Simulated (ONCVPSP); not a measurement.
# Pseudopotential generation for Pb (Z = 82): ONCV, PBE, scalar-relativistic.

Pb, optimised norm-conserving Vanderbilt (ONCV), made with ONCVPSP 4.0.1 (PBE, scalar-relativistic). Core [Xe] 4f14, reference 5d10 6s2 6p1.5 (charge +0.5). Waves: 6s: rc 2.10 bohr, ncon 3, nbas 7, qcut 3.3 1/bohr, 1 projector; 6p: rc 2.75 bohr, ncon 4, nbas 8, qcut 3.2 1/bohr, 2 projectors, debl 2.2 Ha; 5d: rc 1.60 bohr, ncon 4, nbas 8, qcut 8.5 1/bohr, 1 projector. Local part: polynomial inside 1.30 bohr (lpopt 3, dvloc0 0 Ha). Core correction: Teter function fitted to the true core (icmod 2), fcfact 0.7.

Calculated quality:

```json
{
  "Cutoffs needed": "26 Ha and 30 Ha (the cutoffs (Ha) at which the residual kinetic energy of the hardest occupied pseudo-wave falls to 1 and 0.1 mHa per electron)",
  "Ghost test": "ghosts flagged at negative energy: s at -115.8 eV; GHOST(+) flagged for p at 33.2 eV; a true bound ghost makes a file unfit for plane-wave use",
  "Largest excitation error": "-23 meV (all-electron minus pseudo) for 5d10 6s1 6p0, out of 4 test configurations",
  "rms error of d²Exc/dni dnj": "3.51 mHa without and 0.65 mHa with the model core"
}
```

Generation and tests took about 2.7 s on one core of a shared server CPU.
